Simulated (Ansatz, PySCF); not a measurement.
Here is a job for PySCF.
```python
from pyscf import gto, scf, dft

mol = gto.M(
    atom='''
Na    0.00000000    0.00000000    0.00000000
''',
    basis='cc-pvdz',
    spin=1,
    verbose=4,
)

mf = dft.UKS(mol)
mf.xc = 'blyp'
mf.grids.atom_grid = (99, 590)
mf.grids.prune = None
mf.kernel()
```

**Question.** Write the same job for Ansatz (a quantum-chemistry and plane-wave program).

**Answer.** One answer among several that fit: 
Ansatz 0.2 input:
```yaml
crystal:
  periodic: [false, false, false]
  atoms:
    - {symbol: Na, position_ang: [0.00000000, 0.00000000, 0.00000000]}
basis:
  gaussian:
    orbitals: cc-pVDZ
hamiltonian:
  xc: blyp
magnetization: {spin_polarized: true, initial_magnetization: 1}
accuracy: high
```

Both were run: PySCF gave -162.276544 Eh and Ansatz -162.276544 Eh, 0.000 mEh apart.
